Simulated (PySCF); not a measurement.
Cd(Me) (CH₃Cd), SMILES [CH3][Cd+], charge +1. Geometry: PBE-D3(BJ)/def2-TZVP. The spin state was assumed, not searched. The isomer is the one that the SMILES or the coordinates give; other isomers of the formula were not compared. The def2 effective core potentials stand for the cores of Cd; spin–orbit coupling is left out.

Calculation: PySCF 2.14.0 with PBE-D3(BJ)/def2-TZVP.

Harmonic wavenumbers (cm⁻¹): 404, 752, 752, 1103, 1369, 1369, 3008, 3158, 3158. Rotational constants (GHz): 147.0, 7.496, 7.496; symmetry number 3.

Work out the zero-point energy and the ideal-gas rigid-rotor harmonic-oscillator thermochemistry at 298.15 K and 1 atm.

ZPE = ½ Σ hcν = ½ × 15074 cm⁻¹ = 21.55 kcal/mol. H − E(el) = 24.25 kcal/mol. Entropy in cal/(mol K): translation 40.44, rotation 19.01, vibration 1.55, total 61.00. G − E(el) = 6.07 kcal/mol. Cp = 11.39 cal/(mol K).
